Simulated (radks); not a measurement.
The numbers below are computed, except where a source is named.
Species: Rh I. Configuration: [Kr] 4d8 5s1.

Level of theory: scalar-relativistic Kohn-Sham, r2SCAN, spin-polarised, spherical densities, finite nucleus; open shells are filled with parallel spins first (spin-orbit coupling, left out, can overturn this in heavy ions); meta-GGA in the generalised Kohn-Sham scheme; Fermi nuclear charge, rms radius 4.4945 fm (a radial shooting solver on a logarithmic mesh with Libxc functionals).

Energy parts (Ry):
part                        energy
total                  -9569.47313
kinetic                 9910.77784
electron-nucleus      -23098.61006
Hartree                 3896.43263
exchange-correlation    -278.07353

Orbitals (lengths in bohr, moments of r in powers of bohr; <r^-3> diverges for s and p1/2):
1s up: occ. 1; eigenvalue (Ry) -1696.750; <r^2> 0.001439
1s down: occ. 1; eigenvalue (Ry) -1696.749; <r^2> 0.001439
2s up: occ. 1; eigenvalue (Ry) -246.9680; <r^2> 0.02372
2s down: occ. 1; eigenvalue (Ry) -246.9374; <r^2> 0.02372
2p up: occ. 3; eigenvalue (Ry) -221.1271; <r^2> 0.01870; <r^-3> 3245
2p down: occ. 3; eigenvalue (Ry) -221.1044; <r^2> 0.01870; <r^-3> 3246
3s up: occ. 1; eigenvalue (Ry) -44.53821; <r^2> 0.1738
3s down: occ. 1; eigenvalue (Ry) -44.52916; <r^2> 0.1738
3p up: occ. 3; eigenvalue (Ry) -35.97099; <r^2> 0.1766; <r^-3> 566.9
3p down: occ. 3; eigenvalue (Ry) -35.95862; <r^2> 0.1766; <r^-3> 566.5
3d up: occ. 5; eigenvalue (Ry) -22.31236; <r^2> 0.1640; <r^-3> 76.42
3d down: occ. 5; eigenvalue (Ry) -22.28789; <r^2> 0.1639; <r^-3> 76.38
4s up: occ. 1; eigenvalue (Ry) -6.27890; <r^2> 1.100
4s down: occ. 1; eigenvalue (Ry) -6.15542; <r^2> 1.095
4p up: occ. 3; eigenvalue (Ry) -3.86705; <r^2> 1.355; <r^-3> 86.60
4p down: occ. 3; eigenvalue (Ry) -3.73484; <r^2> 1.345; <r^-3> 87.44
4d up: occ. 5; eigenvalue (Ry) -0.50057; <r^2> 3.117; <r^-3> 6.243
5s up: occ. 1; eigenvalue (Ry) -0.36802; <r^2> 11.79
4d down: occ. 3; eigenvalue (Ry) -0.35511; <r^2> 3.179; <r^-3> 6.285
5s down: occ. 0; eigenvalue (Ry) -0.22390; <r^2> 14.02

The highest occupied level is 4d down at -4.831 eV. The spin density at the nucleus is 13.75 e/bohr^3 (1s 0.13, 2s -0.78, 3s 0.77, 4s -1.58, 5s 15.21). Summed over all electrons, <r^2> = 50.41 bohr^2, which gives a Langevin (diamagnetic) susceptibility term of -39.9 x 10^-6 cm^3/mol. Spin moment in Bohr magnetons: 3. The electron density at the nucleus is 1.237e+05 e/bohr^3 (large components only). The density falls to 0.001 e/bohr^3 at r = 4.39 bohr. For comparison, the ionisation energy in NIST's Atomic Spectra Database is 7.459 eV (measured). In exact Kohn-Sham theory the highest level is minus the ionisation energy, but local and semilocal functionals leave it too shallow, through self-interaction and a potential that decays too fast; potentials with the right tail come closer.
